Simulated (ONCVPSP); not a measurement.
## Cutoff test, chlorine, ONCV

ONCVPSP 4.0.1 input, shortened (lines: element, Z, core and valence counts, functional; n l f; lmax; l rc ep ncon nbas qcut; lloc lpopt rc5 dvloc0; l nproj debl; icmod fcfact rcfact), PBE, scalar-relativistic:

```
  Cl 17.00    3    2        4      upf
    1    0    2.00
    2    0    2.00
    2    1    6.00
    3    0    2.00
    3    1    5.00
    2
    0    1.15    0.00    4    7    4.70
    1    1.15    0.00    4    9    7.00
    2    1.55    0.34    3    8    7.20
    0    5    1.15    0.00
    0    0    3.00
    1    2    2.80
    2    1    1.10
    3    2.75    1.20
```

Question: For each optimised wave give the share of its norm inside rc, the residual kinetic energy above qcut (Ha) and the cutoffs (Ha) for errors of 10, 1, 0.1 and 0.01 mHa per electron.

Answer:

| wave | norm inside rc | residual KE | 10 mHa | 1 mHa | 0.1 mHa | 0.01 mHa |
| --- | --- | --- | --- | --- | --- | --- |
| 3s | 0.265 | 9.1e-03 | 10.8 | 27.1 | 59.6 | 71.9 |
| 3p | 0.180 | 1.6e-04 | 5.2 | 9.1 | 73.6 | 201.8 |
| p projector 2 | 0.079 | 6.4e-03 | 7.8 | 161.4 | 260.6 | 325.8 |
| d projector 1 | 0.263 | 5.8e-05 | 14.9 | 20.3 | 24.6 | 95.4 |

The occupied waves need 27 Ha and 74 Ha for 1 and 0.1 mHa.
